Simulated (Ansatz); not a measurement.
Ansatz (a program for electronic structure) input (PBE/3-21G): The .json file is the Basis Set Exchange's 3-21G.

Ansatz 0.2 input:
```yaml
crystal:
  periodic: [false, false, false]
  atoms:
    - {symbol: Sn, position_ang: [-0.26689000, 0.12455400, -0.09800200]}
    - {symbol: O, position_ang: [1.62770100, -0.57396200, 0.51432400]}
    - {symbol: H, position_ang: [-1.13628800, -0.36346600, 1.42131000]}
    - {symbol: H, position_ang: [-0.76682600, -1.41584900, -0.92234900]}
    - {symbol: H, position_ang: [2.22600100, 0.14331100, 0.28656200]}
basis:
  gaussian:
    orbitals: 3-21G.json
hamiltonian:
  xc: {name: PBE}
total_charge: -1
output: {forces: true}
```

Output:

```
Functional definition: PBE
integrals: 0.01 GiB planned
589 factors; their error is unknown
mean field: 0.10 GiB planned
mean field evaluation 1: about -165311.6239 eV, gradient 3.2e1 eV
mean field evaluation 2: about -165304.1974 eV, gradient 6.8e1 eV
mean field evaluation 4: about -165314.6706 eV, gradient 2.3e0 eV
mean field evaluation 8: about -165314.6648 eV, gradient 2.4e-2 eV
mean field -165314.66478673 eV, -6075.2018766079 hartree, gradient 3.9e-5 eV, S^2 0.000000; 0 other end points of the search recorded, 0 dependent functions left out
the calculation of the forces begins
reference -165314.66481758 eV, -6075.2018777417 hartree; 31, 31 occupied and 17, 17 virtual orbitals, 589 factors
Total energy: -165314.66481758 eV, -6075.2018777417 hartree
Atom 0 at    -0.266890     0.124554    -0.098002 Å, force     0.700488     0.241624     0.001930 eV/Å
Atom 1 at     1.627701    -0.573962     0.514324 Å, force    -1.491391    -1.510885     0.443332 eV/Å
Atom 2 at    -1.136288    -0.363466     1.421310 Å, force    -0.284092    -0.102157     0.268294 eV/Å
Atom 3 at    -0.766826    -1.415849    -0.922349 Å, force    -0.215402    -0.297814    -0.167435 eV/Å
Atom 4 at     2.226001     0.143311     0.286562 Å, force     1.290397     1.669233    -0.546120 eV/Å
Dipole moment:     0.175255     0.277989    -0.097199 e Å
```

The dipole moment of an ion depends on the origin.

The geometry given is a B3LYP-D3(BJ)/def2-TZVP minimum.
